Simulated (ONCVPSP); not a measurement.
cerium: one change to an ONCV potential, before and after

- Element: cerium (Ce)
- Generator: ONCVPSP 4.0.1
- Type: optimised norm-conserving Vanderbilt (ONCV)
- Functional: LDA (Perdew-Zunger)
- Relativity: scalar-relativistic
- Frozen core: [Kr] 4d10
- Valence charge: 12
- Reference configuration: 4f1 5s2 5p6 5d1 6s1.75 6p0.25
- Partial waves: 5s+6s: rc 2.25 bohr, ncon 4, nbas 8, qcut 4.8 1/bohr, 2 projectors; 5p+6p: rc 2.65 bohr, ncon 3, nbas 6, qcut 6 1/bohr, 2 projectors; 5d: rc 3.40 bohr, ncon 4, nbas 9, qcut 3.9 1/bohr, 2 projectors, debl 2 Ha; 4f: rc 1.45 bohr, ncon 3, nbas 8, qcut 11.8 1/bohr, 2 projectors, debl 1.6 Ha
- Local potential: polynomial inside 1.40 bohr (lpopt 5, dvloc0 6 Ha)
- Core correction: Teter function, fcfact 4.75, rcfact 1.4

Change: s: qcut 5.9; p: qcut 7.4; d: qcut 4.8; f: qcut 14.5.

Cutoffs: the cutoffs (Ha) at which the residual kinetic energy of the hardest occupied pseudo-wave falls to 1 and 0.1 mHa per electron; they do not see the model core or the augmentation charge, which bear on the density cutoff. Errors are all-electron minus pseudo energies relative to the spin-unpolarised reference configuration.

Question: How do hardness, ghosts and transferability respond?

Answer: The potential gets harder (57 Ha and 62 Ha → 72 Ha and 81 Ha); of the 3 tests that both files solve, the error grows in 0 and shrinks in 1 by more than 15 % and 0.3 meV (median size 1.4 → 1.2 meV); neither file shows a bound ghost.

```tsv
quantity	base	changed
cutoff, loose	57 Ha	72 Ha
cutoff, tight	62 Ha	81 Ha
loose cutoff by channel	s 9.0 Ha, p 6.9 Ha, d 5.3 Ha, f 57 Ha	s 11 Ha, p 9.0 Ha, d 6.2 Ha, f 72 Ha
bound ghosts	none	none
GHOST(+) flags under 300 eV	d at 67.0 eV, s at 94.3 eV	s at 123.6 eV
tests counted as reliable (solved cleanly; for ONCVPSP, near-neutral configurations with less than one 5d electron left out)	3 of 4	3 of 4
error for 4f1 5s2 5p6 5d1 6s2 6p0, meV [ΔE -0.62 eV]	0.0	0.0
error for 4f1 5s2 5p6 5d1 6s1 6p0, meV [ΔE 5.65 eV]	-1.4	-1.2
error for 4f1 5s2 5p6 5d1 6s0 6p0, meV [ΔE 17.00 eV]	-5.8	-4.1
s: phases at 2.28 bohr within 0.05 rad from the reference energy up to (Ha; the scan ends near 5)	3.2	4.2
p: phases at 2.69 bohr within 0.05 rad from the reference energy up to (Ha; the scan ends near 5)	3.7	4.1
d: phases at 3.44 bohr within 0.05 rad from the reference energy up to (Ha; the scan ends near 5)	2.4	3.3
f: phases at 1.47 bohr within 0.05 rad from the reference energy up to (Ha; the scan ends near 5)	to the end of the scan	to the end of the scan
rms error of d²Exc/dni dnj with the model core, mHa	3.75	3.74
```
